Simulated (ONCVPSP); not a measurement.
How hard is this nitrogen ONCV potential?

| Quantity | Value |
| --- | --- |
| Element | N |
| Generator | ONCVPSP 4.0.1 |
| Type | optimised norm-conserving Vanderbilt (ONCV) |
| Functional | PBEsol |
| Relativity | scalar-relativistic |
| Frozen core | [He] |
| Valence charge | 5 |
| Reference configuration | 2s1.75 2p3.25 |
| Partial waves | 2s: rc 1.05 bohr, ncon 3, nbas 6, qcut 6.2 1/bohr, 3 projectors, debl 2 Ha; 2p: rc 1.20 bohr, ncon 4, nbas 8, qcut 8 1/bohr, 1 projector; d scattering state at 0.46 Ha: rc 1.10 bohr, ncon 4, nbas 8, qcut 7.8 1/bohr, 2 projectors, debl 2.3 Ha |
| Local potential | polynomial inside 1.00 bohr (lpopt 2, dvloc0 6 Ha) |
| Core correction | none |

Problem. For each optimised wave give the share of its norm inside rc, the residual kinetic energy above qcut (Ha) and the cutoffs (Ha) for errors of 10, 1, 0.1 and 0.01 mHa per electron.

Solution.

```json
{"wave": "2s", "norm inside rc": "0.370", "residual KE": "1.9e-03", "10 mHa": "13.2", "1 mHa": "29.1", "0.1 mHa": "82.4", "0.01 mHa": "not reached"}
{"wave": "s projector 2", "norm inside rc": "0.140", "residual KE": "2.1e-03", "10 mHa": "13.6", "1 mHa": "22.1", "0.1 mHa": "66.6", "0.01 mHa": "134.7"}
{"wave": "s projector 3", "norm inside rc": "0.074", "residual KE": "3.4e-03", "10 mHa": "15.6", "1 mHa": "23.8", "0.1 mHa": "53.3", "0.01 mHa": "129.9"}
{"wave": "2p", "norm inside rc": "0.447", "residual KE": "4.4e-04", "10 mHa": "21.9", "1 mHa": "29.4", "0.1 mHa": "81.3", "0.01 mHa": "140.8"}
{"wave": "d projector 1", "norm inside rc": "0.005", "residual KE": "4.9e-06", "10 mHa": "2.7", "1 mHa": "8.2", "0.1 mHa": "17.1", "0.01 mHa": "27.1"}
{"wave": "d projector 2", "norm inside rc": "0.095", "residual KE": "2.6e-04", "10 mHa": "14.3", "1 mHa": "24.8", "0.1 mHa": "34.2", "0.01 mHa": "69.9"}
```

The occupied waves need 29 Ha and 82 Ha for 1 and 0.1 mHa. Rows with under 1 % of the norm inside rc give no meaningful cutoff.
